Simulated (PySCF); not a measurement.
# Mayer bond orders and bond lengths

Compound: C5H8Cl2Si.
Atom-mapped SMILES: `[Cl:1][C:2]1=[CH:3][SiH2:4][CH2:5][C@@H:6]([Cl:7])[CH2:8]1` (hydrogens: H9 on C3; H10, H11 on Si4; H12, H13 on C5; H14 on C6; H15, H16 on C8)

Geometry (GFN2-xTB, Å), atoms numbered from 1 in this order:
```xyz
16
C5H8Cl2Si angstrom
Cl    -1.804    2.708   -0.667
C     -0.734    1.379   -0.300
C      0.467    1.606    0.209
Si     1.670    0.213    0.568
C      0.753   -1.305   -0.128
C     -0.735   -1.139    0.093
Cl    -1.029   -0.922    1.849
C     -1.334    0.051   -0.649
H      0.762    2.624    0.412
H      2.914    0.409   -0.185
H      1.944    0.094    2.000
H      0.932   -1.414   -1.198
H      1.089   -2.226    0.346
H     -1.286   -2.044   -0.186
H     -1.210   -0.116   -1.726
H     -2.408    0.091   -0.451
```

Bond orders from the PBE0/pcSseg-1 density (PySCF). Isolated species at its GFN2-xTB geometry (one conformer only).

(1) Where do the orders between heavy atoms depart from those drawn in the SMILES?

(2) Set the Mayer orders of the bonds between heavy atoms beside their lengths.

Results:

(1) The largest departure is 0.132, at C2–C3 (drawn double, 1.868) and C3–Si4 (drawn single, 0.872). Drawn single, order below 0.88: C3–Si4 (0.872).

(2) 
```tsv
bond	drawn as	length (Å)	Mayer order
Cl1–C2	single	1.746	1.069
C2–C3	double	1.323	1.868
C3–Si4	single	1.876	0.872
Si4–C5	single	1.904	0.891
C5–C6	single	1.514	0.996
C6–Cl7	single	1.793	1.003
C6–C8	single	1.525	1.005
C8–C2	single	1.499	0.985
```

Bonds between the same two heavy elements. C–Cl: lowest C6–Cl7 (1.003, 1.793 Å), highest Cl1–C2 (1.069, 1.746 Å). C–C: lowest C8–C2 (0.985, 1.499 Å), highest C2–C3 (1.868, 1.323 Å). C–Si: all 2 within 0.02 of one another (0.872 to 0.891).

And the bonds to hydrogen?

C–H: 0.92 to 0.95 (6 bonds); H–Si: 0.94 to 0.95 (2 bonds).

Sum the orders of all bonds at each heavy atom with more than one neighbour and set the sums beside the valence in the SMILES.

C2 3.922 (drawn 4), C3 3.659 (drawn 4), Si4 3.652 (drawn 4), C5 3.767 (drawn 4), C6 3.937 (drawn 4), C8 3.831 (drawn 4). Orders between atoms that aren't bonded are not in these sums.

The Mayer order sums products of elements of PS (density times overlap matrix) between the two atoms' basis functions, so it depends on the basis set.

The run behind these numbers computed NMR shieldings as well. Time: 25 s wall; peak memory 0.89 GiB. Hardware: one thread of an AMD EPYC 9R45, on a shared host.
